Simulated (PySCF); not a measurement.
## Field gradients at the hydrogen positions

Compound: C7H11FP (charge +1).
SMILES with atom numbers: `[CH2:1]=[CH:2][CH2:3][P@H+:4]1[CH:5]=[C:6]([F:7])[CH2:8][CH2:9]1` (hydrogens: H10, H11 on C1; H12 on C2; H13, H14 on C3; H15 on P4; H16 on C5; H17, H18 on C8; H19, H20 on C9)

Structure used (GFN2-xTB), in Å, numbered top down from 1:
```xyz
20
C7H11FP angstrom
C      3.5276   -0.0723    0.4650
C      2.4243   -0.1691   -0.2528
C      1.3384    0.8743   -0.2431
P     -0.1711    0.1854    0.5002
C     -1.5908    1.2469    0.5118
C     -2.6269    0.5939   -0.0357
F     -3.8184    1.1294   -0.1696
C     -2.4576   -0.8142   -0.5059
C     -0.9581   -1.1595   -0.4557
H      4.2964   -0.8230    0.4179
H      3.7191    0.7674    1.1126
H      2.2634   -1.0125   -0.9103
H      1.0858    1.2000   -1.2590
H      1.6415    1.7489    0.3419
H      0.1530   -0.2438    1.7754
H     -1.6197    2.2530    0.8934
H     -3.0460   -1.4699    0.1425
H     -2.8702   -0.9226   -1.5116
H     -0.7706   -2.1375   -0.0105
H     -0.5255   -1.1643   -1.4605
```

Level: PBE0/pcSseg-1 (PySCF, non-relativistic); Q(2H) = 0.00286 b; rigid geometry, the same for H and D, with no vibrational averaging.

Question: Rank these positions by the coupling χzz of a deuteron there, largest first.
A. H19 (methylene hydrogen)
B. H12 (vinylic hydrogen)
C. H11 (vinylic hydrogen)
D. H15 (P–H hydrogen)
E. H18 (methylene hydrogen)

Answer: C (221 kHz), B (216 kHz), A (201 kHz), E (197 kHz), D (129 kHz).

Q: Give the electric field gradient Vzz (the principal value of largest size), its asymmetry and the 2H coupling at each hydrogen.

A: 
| atom | bonded to | bond length (Å) | Vzz (au) | η | χzz (kHz) |
| --- | --- | --- | --- | --- | --- |
| H10 | C1 | 1.076 | 0.3317 | 0.03 | 223 |
| H11 | C1 | 1.078 | 0.3290 | 0.04 | 221 |
| H12 | C2 | 1.082 | 0.3213 | 0.09 | 216 |
| H13 | C3 | 1.096 | 0.2896 | 0.02 | 195 |
| H14 | C3 | 1.095 | 0.2915 | 0.04 | 196 |
| H15 | P4 | 1.384 | 0.1926 | 0.01 | 129 |
| H16 | C5 | 1.076 | 0.3321 | 0.08 | 223 |
| H17 | C8 | 1.094 | 0.2907 | 0.04 | 195 |
| H18 | C8 | 1.093 | 0.2927 | 0.04 | 197 |
| H19 | C9 | 1.091 | 0.2987 | 0.03 | 201 |
| H20 | C9 | 1.094 | 0.2934 | 0.04 | 197 |

Q: Average by the element that carries the hydrogen.

A: on C: 206 kHz over 10 positions, mean bond length 1.087 Å; on P: 129 kHz over 1 position, mean bond length 1.384 Å.

Q: How does χzz go with the bond length over the 10 C–H bonds?

A: A straight-line fit has a slope of -14.8 kHz for each 0.01 Å, with a correlation coefficient of -1.00, over lengths from 1.076 to 1.096 Å. The longer bonds have the smaller couplings here.

Q: Give the 2H NMR doublet splittings at H12 for a magnetic field along the z, y and x axes of the gradient: 3χ/2, 3χ(1 + η)/4, 3χ(1 − η)/4.

A: With |χ| = 215.9 kHz and η = 0.086: 324, 176 and 148 kHz, to first order and without motion.

Geometry: GFN2-xTB, one conformer, isolated ion. GFN2-xTB bond lengths can be off by several hundredths of an ångström, more for odd bonds, and the gradients follow them. With a basis this small, the couplings can be 20 % off.
